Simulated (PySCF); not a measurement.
# Building multiplets from coupling constants

Molfile (atoms numbered from 1):
```
C4H8BF2N
     RDKit          3D

 16 15  0  0  0  0  0  0  0  0999 V2000
   -2.6006   -0.6909   -0.0098 C   0  0  0  0  0  0  0  0  0  0  0  0
   -2.1671    0.5038   -0.6894 N   0  0  0  0  0  0  0  0  0  0  0  0
   -0.9310    0.7812   -0.7037 C   0  0  0  0  0  0  0  0  0  0  0  0
    0.1822   -0.0067   -0.0667 C   0  0  0  0  0  0  0  0  0  0  0  0
    1.5576    0.6238   -0.2302 C   0  0  0  0  0  0  0  0  0  0  0  0
    2.7247   -0.1245    0.4857 B   0  0  0  0  0  0  0  0  0  0  0  0
    3.9621    0.3347    0.4596 F   0  0  0  0  0  0  0  0  0  0  0  0
    2.5335   -1.2479    1.1547 F   0  0  0  0  0  0  0  0  0  0  0  0
   -3.6980   -0.7510   -0.0119 H   0  0  0  0  0  0  0  0  0  0  0  0
   -2.2590   -0.7321    1.0415 H   0  0  0  0  0  0  0  0  0  0  0  0
   -2.2142   -1.6019   -0.5033 H   0  0  0  0  0  0  0  0  0  0  0  0
   -0.6350    1.7002   -1.2409 H   0  0  0  0  0  0  0  0  0  0  0  0
    0.1785   -1.0305   -0.4841 H   0  0  0  0  0  0  0  0  0  0  0  0
   -0.0510   -0.1503    1.0043 H   0  0  0  0  0  0  0  0  0  0  0  0
    1.8269    0.7122   -1.2992 H   0  0  0  0  0  0  0  0  0  0  0  0
    1.5626    1.6676    0.1343 H   0  0  0  0  0  0  0  0  0  0  0  0
  1  2  1  0
  2  3  2  0
  3  4  1  0
  4  5  1  0
  5  6  1  0
  6  7  1  0
  6  8  1  0
  1  9  1  0
  1 10  1  0
  1 11  1  0
  3 12  1  0
  4 13  1  0
  4 14  1  0
  5 15  1  0
  5 16  1  0
M  END
```

- J couplings at B3LYP/pcJ-1 (spin–dipole term only in couplings to heteroatoms)
- shielding tensors at KT2/pcSseg-1 (GIAO)
- structure optimised with PBE0-D3(BJ)/def2-SVP
- program: PySCF 2.14
- one averaged value for each set of equivalent atoms, one computed conformer, no relativistic terms, in vacuum

Shifts are taken against calculated references (same method and geometry level): TMS for 13C, 1H; 19F against CFCl3.

Spectrometer: 800 MHz for 1H. First-order analysis; couplings under 1 Hz (under 4 Hz in carbon signals) are ignored, and nearly equal couplings are merged; the smaller ones broaden or split the lines further.

**Question.** What pattern does C4 show in the proton-coupled 13C spectrum?

**Answer.** A triplet of doublets of triplets at δ 23.8: 131.2 Hz to H13/H14 (2 × 1H, 1 bond away), 15.4 Hz to H12 (1 × 1H, 2 bonds away), 4.2 Hz to H15/H16 (2 × 1H, 2 bonds away). Lines in Hz from the centre (relative intensity): +143.1 (1), +138.9 (2), +134.7 (1), +127.7 (1), +123.5 (2), +119.3 (1), +11.9 (2), +7.7 (4), +3.5 (2), -3.5 (2), -7.7 (4), -11.9 (2), -119.3 (1), -123.5 (2), -127.7 (1), -134.7 (1), -138.9 (2), -143.1 (1). The outer lines are 286.2 Hz apart, the sum of the couplings kept, or 1.423 ppm at this field.

**Question.** What pattern does H12 show (1H)?

**Answer.** A triplet of quartets of triplets at δ 7.39: 4.0 Hz to H13/H14 (2 × 1H, 3 bonds away), 3.1 Hz to H9/H10/H11 (3 × 1H, 4 bonds away), 1.0 Hz to F7/F8 (2 × 19F, 5 bonds away).

**Question.** What pattern does F7/F8 show (19F)?

**Answer.** A triplet of doublets at δ -89.6: 3.5 Hz to H15/H16 (2 × 1H, 3 bonds away), 1.0 Hz to H12 (1 × 1H, 5 bonds away). Lines in Hz from the centre (relative intensity): +4.0 (1), +3.0 (1), +0.5 (2), -0.5 (2), -3.0 (1), -4.0 (1). The outer lines are 8.0 Hz apart, the sum of the couplings kept, or 0.011 ppm at this field.

**Question.** What pattern does H15/H16 show (1H)?

**Answer.** A triplet of triplets at δ 1.15: 8.6 Hz to H13/H14 (2 × 1H, 3 bonds away), 3.5 Hz to F7/F8 (2 × 19F, 3 bonds away). Lines in Hz from the centre (relative intensity): +12.1 (1), +8.6 (2), +5.1 (1), +3.5 (2), +0.0 (4), -3.5 (2), -5.1 (1), -8.6 (2), -12.1 (1). The outer lines are 24.2 Hz apart, the sum of the couplings kept, or 0.030 ppm at this field.

Unscaled 3J(H,H) at this level run about 10 % above measured values. Couplings across =CH–CH2 type bonds come from one rotamer and its mirror image, and can be 1–2 Hz further off. Chain 3J(H,H) values assume equally populated staggered rotamers: (2 J gauche + J anti)/3. 3J across rotatable bonds or in flexible rings reflects this conformer alone.
